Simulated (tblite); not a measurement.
A geometry optimisation, step by step.

C₅H₁₀GeO₃.
SMILES with atom numbers: `[CH3:1][CH2:2][C:3](=[O:4])[O:5][CH2:6][C:7](=[O:8])[GeH3:9]` (hydrogens: H10, H11, H12 on C1; H13, H14 on C2; H15, H16 on C6; H17, H18, H19 on Ge9)

Computed with GFN2-xTB (tblite), gas phase: L-BFGS steps from a force-field or distance-geometry start until the largest atomic force falls under 0.01 eV/Å. 8 of its 201 geometries are shown.

Step 0: E = -812.8672 eV, largest atomic force 6.006 eV/Å
```
atom  x, y, z in Å  |  force x, y, z in eV/Å
C1     -2.887   -0.932   -1.037   -1.411  -1.651   0.076
C2     -2.618    0.065    0.053   -0.770   0.907   0.988
C3     -1.182    0.402    0.231    3.701   3.703  -2.943
O4     -0.692    1.279   -0.575   -1.600  -2.951   3.063
O5     -0.355   -0.138    1.184   -1.743  -0.162  -0.080
C6      1.006    0.203    1.320   -0.103   0.657   0.520
C7      1.810   -0.085    0.096   -1.052  -0.836  -0.849
O8      1.283   -0.566   -0.882    0.428   0.020   0.228
Ge9     3.698    0.317    0.138    1.315   0.837  -0.159
H10    -2.132   -1.005   -1.805   -0.029   0.303  -0.128
H11    -2.983   -1.928   -0.550    0.291   0.343  -0.517
H12    -3.910   -0.736   -1.452    1.060  -0.093   0.000
H13    -3.130    1.017   -0.250    0.647  -0.519   0.390
H14    -3.106   -0.291    0.975    0.357   0.181  -0.087
H15     1.397   -0.353    2.199   -0.282  -0.012  -0.480
H16     1.177    1.278    1.572   -0.378  -0.291  -0.257
H17     4.337    0.208   -1.256   -0.286  -0.107   0.609
H18     3.823    1.809    0.544    0.080  -0.639  -0.033
H19     4.454   -0.534    1.168   -0.224   0.309  -0.340
```

Step 29: E = -813.7279 eV, largest atomic force 0.204 eV/Å
```
atom  x, y, z in Å  |  force x, y, z in eV/Å
C1     -2.770   -0.925   -0.968    0.063   0.044   0.018
C2     -2.607    0.171    0.098   -0.001  -0.022  -0.046
C3     -1.156    0.570    0.187   -0.005  -0.037  -0.048
O4     -0.624    1.433   -0.459   -0.005   0.035   0.011
O5     -0.498   -0.168    1.097    0.018   0.105   0.041
C6      0.874    0.133    1.231    0.131  -0.049   0.013
C7      1.725   -0.265    0.050    0.095   0.051  -0.104
O8      1.344   -0.945   -0.860   -0.120  -0.040  -0.014
Ge9     3.618    0.387    0.122    0.007  -0.172   0.048
H10    -2.093   -0.730   -1.799   -0.099   0.001  -0.014
H11    -2.525   -1.904   -0.556   -0.032   0.122  -0.037
H12    -3.793   -0.935   -1.345    0.114  -0.061   0.083
H13    -3.170    1.062   -0.188   -0.004  -0.091   0.009
H14    -2.938   -0.192    1.073   -0.033   0.053  -0.082
H15     1.224   -0.428    2.098    0.065  -0.033   0.126
H16     1.047    1.207    1.398   -0.162  -0.051   0.017
H17     4.265    0.194   -1.211   -0.031   0.008   0.094
H18     3.732    1.812    0.566    0.016  -0.025   0.010
H19     4.338   -0.467    1.140   -0.017   0.161  -0.124
```

Step 57: E = -813.7826 eV, largest atomic force 0.084 eV/Å
```
atom  x, y, z in Å  |  force x, y, z in eV/Å
C1     -2.665   -0.909   -0.981   -0.011  -0.019  -0.038
C2     -2.572    0.223    0.044   -0.043  -0.019   0.003
C3     -1.135    0.625    0.230    0.017  -0.011  -0.056
O4     -0.573    1.521   -0.341    0.040  -0.008   0.014
O5     -0.527   -0.162    1.137    0.009   0.026  -0.005
C6      0.855    0.080    1.294    0.005   0.015   0.013
C7      1.666   -0.328    0.083   -0.014   0.003  -0.013
O8      1.219   -0.975   -0.823   -0.015  -0.001   0.033
Ge9     3.549    0.334    0.087   -0.014   0.071  -0.026
H10    -2.273   -0.580   -1.939    0.027   0.013  -0.026
H11    -2.091   -1.774   -0.656   -0.024   0.025   0.027
H12    -3.705   -1.198   -1.113    0.039  -0.024   0.017
H13    -3.134    1.086   -0.312   -0.001   0.048   0.001
H14    -2.967   -0.107    1.002   -0.049  -0.042   0.054
H15     1.191   -0.487    2.165   -0.015  -0.048  -0.019
H16     1.036    1.149    1.467    0.013   0.018   0.011
H17     4.168    0.127   -1.251   -0.009  -0.004   0.013
H18     3.588    1.780    0.468    0.029  -0.026  -0.024
H19     4.359   -0.396    1.111    0.015  -0.016   0.023
```

Step 86: E = -813.7936 eV, largest atomic force 0.050 eV/Å
```
atom  x, y, z in Å  |  force x, y, z in eV/Å
C1     -2.595   -0.891   -0.994    0.029   0.012   0.010
C2     -2.550    0.241    0.036   -0.004  -0.001  -0.028
C3     -1.109    0.626    0.242   -0.014  -0.011   0.002
O4     -0.500    1.464   -0.369   -0.001  -0.014   0.046
O5     -0.552   -0.124    1.211   -0.010  -0.004   0.013
C6      0.840    0.050    1.364    0.001   0.009   0.016
C7      1.600   -0.314    0.104    0.021  -0.024   0.039
O8      1.113   -0.966   -0.777    0.033  -0.012  -0.014
Ge9     3.477    0.357    0.030   -0.027   0.015  -0.009
H10    -2.189   -0.543   -1.940   -0.015  -0.007  -0.034
H11    -1.996   -1.733   -0.657    0.005  -0.018   0.029
H12    -3.617   -1.228   -1.146   -0.011   0.039   0.001
H13    -3.095    1.108   -0.336   -0.025   0.000   0.010
H14    -2.971   -0.091    0.986    0.009   0.006  -0.034
H15     1.156   -0.608    2.177    0.003  -0.032  -0.008
H16     1.075    1.089    1.628    0.016   0.034  -0.019
H17     4.079    0.052   -1.298   -0.008  -0.002   0.025
H18     3.535    1.823    0.309    0.005   0.004  -0.021
H19     4.290   -0.304    1.103   -0.008   0.006  -0.024
```

Step 114: E = -813.8472 eV, largest atomic force 0.178 eV/Å
```
atom  x, y, z in Å  |  force x, y, z in eV/Å
C1     -2.307   -0.744   -1.065   -0.038   0.049   0.011
C2     -2.371    0.367   -0.007    0.025  -0.001   0.017
C3     -0.955    0.596    0.440   -0.034  -0.164  -0.018
O4     -0.159    1.331   -0.091    0.055   0.074  -0.152
O5     -0.599   -0.215    1.443    0.007   0.002   0.013
C6      0.809   -0.238    1.640   -0.041  -0.006  -0.003
C7      1.480   -0.538    0.301   -0.010   0.067   0.137
O8      1.020   -1.368   -0.436   -0.033  -0.120  -0.069
Ge9     3.064    0.515   -0.235    0.043   0.132   0.033
H10    -1.598   -0.474   -1.843    0.002   0.004  -0.029
H11    -1.987   -1.686   -0.626    0.020   0.055   0.047
H12    -3.284   -0.885   -1.518   -0.050   0.006   0.006
H13    -2.772    1.281   -0.446    0.042   0.002  -0.010
H14    -2.988    0.057    0.834    0.008  -0.016   0.029
H15     1.017   -1.036    2.352   -0.023  -0.071   0.031
H16     1.154    0.722    2.041    0.050   0.009  -0.061
H17     3.679   -0.168   -1.405    0.030  -0.028  -0.011
H18     2.740    1.918   -0.597   -0.080   0.026   0.012
H19     4.049    0.575    0.894    0.028  -0.018   0.015
```

Step 143: E = -813.9320 eV, largest atomic force 0.054 eV/Å
```
atom  x, y, z in Å  |  force x, y, z in eV/Å
C1     -2.581   -0.696   -1.093    0.023  -0.022  -0.027
C2     -2.288    0.403   -0.070    0.009   0.008   0.001
C3     -0.812    0.410    0.226    0.001  -0.019  -0.002
O4      0.044    0.895   -0.476    0.015  -0.028   0.008
O5     -0.533   -0.226    1.359   -0.003  -0.004   0.002
C6      0.854   -0.302    1.669    0.013  -0.003   0.015
C7      1.675   -0.648    0.426    0.022   0.017   0.011
O8      1.475   -1.670   -0.175   -0.024  -0.021  -0.017
Ge9     3.056    0.659   -0.156    0.000  -0.014  -0.027
H10    -2.022   -0.511   -2.008   -0.008  -0.022   0.004
H11    -2.292   -1.668   -0.699   -0.004   0.012  -0.017
H12    -3.642   -0.713   -1.326    0.014   0.001   0.003
H13    -2.572    1.371   -0.481   -0.001   0.023   0.013
H14    -2.827    0.210    0.856   -0.044   0.029   0.012
H15     0.948   -1.096    2.412    0.024  -0.003   0.020
H16     1.192    0.655    2.085   -0.009   0.012  -0.019
H17     3.737    0.099   -1.358    0.001   0.002   0.018
H18     2.498    2.003   -0.455    0.003   0.045   0.027
H19     4.079    0.834    0.937   -0.034  -0.013  -0.028
```

Step 171: E = -813.9445 eV, largest atomic force 0.233 eV/Å
```
atom  x, y, z in Å  |  force x, y, z in eV/Å
C1     -2.568   -0.705   -1.116   -0.022   0.045   0.059
C2     -2.251    0.415   -0.121    0.053   0.027   0.008
C3     -0.783    0.348    0.209    0.182   0.042  -0.088
O4      0.104    0.704   -0.537   -0.157  -0.019   0.113
O5     -0.540   -0.182    1.399    0.019   0.026  -0.071
C6      0.843   -0.293    1.731    0.015  -0.043  -0.012
C7      1.696   -0.661    0.513   -0.011  -0.119  -0.113
O8      1.574   -1.738   -0.016   -0.007   0.124   0.089
Ge9     2.987    0.693   -0.170   -0.013   0.069  -0.119
H10    -1.982   -0.560   -2.023   -0.117  -0.056   0.038
H11    -2.315   -1.671   -0.686    0.004  -0.014  -0.021
H12    -3.631   -0.698   -1.351    0.106   0.017  -0.068
H13    -2.446    1.383   -0.580   -0.052   0.033  -0.042
H14    -2.844    0.315    0.788    0.064  -0.056  -0.009
H15     0.903   -1.087    2.473    0.022  -0.061   0.090
H16     1.196    0.653    2.155   -0.030   0.076  -0.004
H17     3.359    0.322   -1.577   -0.061   0.067   0.215
H18     2.452    2.095   -0.093    0.051  -0.135   0.002
H19     4.240    0.676    0.674   -0.046  -0.022  -0.064
```

Step 200: E = -813.9960 eV, largest atomic force 0.009 eV/Å
```
atom  x, y, z in Å  |  force x, y, z in eV/Å
C1     -2.423   -0.755   -1.132   -0.003   0.003   0.003
C2     -2.202    0.430   -0.187    0.000  -0.004   0.003
C3     -0.754    0.441    0.228    0.003   0.004   0.000
O4      0.140    0.934   -0.420    0.003  -0.003   0.003
O5     -0.555   -0.191    1.376    0.001   0.000  -0.002
C6      0.806   -0.276    1.796    0.001   0.001   0.001
C7      1.701   -0.706    0.628    0.001   0.006   0.003
O8      1.595   -1.812    0.167   -0.003  -0.006  -0.004
Ge9     2.861    0.678   -0.204    0.001   0.003  -0.001
H10    -1.780   -0.666   -2.004    0.000   0.002   0.000
H11    -2.196   -1.691   -0.627    0.002   0.000   0.001
H12    -3.458   -0.777   -1.461   -0.003  -0.001  -0.002
H13    -2.426    1.364   -0.703    0.004  -0.008   0.001
H14    -2.829    0.329    0.697   -0.002   0.002  -0.002
H15     0.826   -1.025    2.590   -0.004   0.002  -0.004
H16     1.131    0.700    2.174   -0.001   0.000   0.000
H17     2.604    0.716   -1.665    0.000  -0.001   0.001
H18     2.643    2.012    0.431    0.000  -0.001   0.000
H19     4.306    0.305   -0.012   -0.001   0.000  -0.001
```

Problem. Summarise the path.

Solution. The energy falls by 108.92 kJ/mol from step 0 to step 200; nine tenths of that is first reached at step 127. It falls at every step. The largest force goes from 6.006 to 0.009 eV/Å. Among the bonds C3=O4 changes most, from 1.288 to 1.209 Å; the atoms move by 0.961 Å rms after alignment.

Problem. Follow the three bonds and two angles with the largest change from start to end.

Solution. 
| step | E above end (kJ/mol) | largest force (eV/Å) | C3=O4 (Å) | C7–Ge9 (Å) | Ge9–H18 (Å) | C2–C3–O5 (°) | C3–O5–C6 (°) |
| --- | --- | --- | --- | --- | --- | --- | --- |
| 0 | 108.92 | 6.006 | 1.288 | 1.931 | 1.551 | 125.2 | 123.6 |
| 9 | 36.32 | 0.356 | 1.202 | 1.996 | 1.505 | 114.1 | 115.7 |
| 17 | 30.39 | 0.177 | 1.201 | 2.002 | 1.501 | 111.3 | 115.0 |
| 26 | 27.53 | 0.175 | 1.201 | 1.991 | 1.494 | 111.2 | 115.2 |
| 35 | 23.66 | 0.133 | 1.202 | 2.000 | 1.494 | 111.7 | 115.6 |
| 43 | 22.06 | 0.086 | 1.202 | 2.006 | 1.494 | 111.7 | 114.7 |
| 52 | 20.96 | 0.064 | 1.202 | 1.997 | 1.493 | 111.1 | 114.7 |
| 61 | 20.29 | 0.054 | 1.202 | 1.995 | 1.494 | 110.9 | 114.8 |
| 70 | 20.00 | 0.027 | 1.202 | 1.997 | 1.494 | 111.0 | 114.9 |
| 78 | 19.88 | 0.031 | 1.202 | 1.997 | 1.493 | 110.8 | 114.8 |
| 87 | 19.48 | 0.058 | 1.203 | 1.994 | 1.492 | 110.6 | 114.6 |
| 96 | 18.93 | 0.062 | 1.203 | 1.987 | 1.490 | 110.7 | 113.7 |
| 104 | 17.39 | 0.146 | 1.206 | 1.988 | 1.493 | 111.3 | 113.1 |
| 113 | 14.74 | 0.292 | 1.209 | 1.978 | 1.481 | 112.5 | 112.4 |
| 122 | 12.22 | 0.136 | 1.207 | 1.980 | 1.484 | 113.0 | 112.3 |
| 130 | 8.89 | 0.170 | 1.209 | 1.985 | 1.485 | 112.2 | 113.7 |
| 139 | 6.51 | 0.100 | 1.208 | 1.989 | 1.487 | 111.4 | 114.7 |
| 148 | 5.92 | 0.041 | 1.208 | 1.988 | 1.489 | 112.3 | 114.4 |
| 157 | 5.80 | 0.019 | 1.209 | 1.988 | 1.488 | 112.5 | 113.9 |
| 165 | 5.72 | 0.046 | 1.208 | 1.986 | 1.487 | 112.5 | 114.1 |
| 174 | 4.20 | 0.181 | 1.209 | 1.991 | 1.495 | 113.0 | 114.6 |
| 183 | 1.37 | 0.168 | 1.210 | 1.990 | 1.503 | 112.1 | 114.7 |
| 191 | 0.12 | 0.076 | 1.210 | 1.989 | 1.497 | 112.4 | 115.2 |
| 200 | 0.00 | 0.009 | 1.209 | 1.988 | 1.494 | 112.3 | 115.2 |

The cost below is that of the whole relaxation. Hardware: one thread of an Arm Neoverse V1, shared host. Cost: 1.8 s.
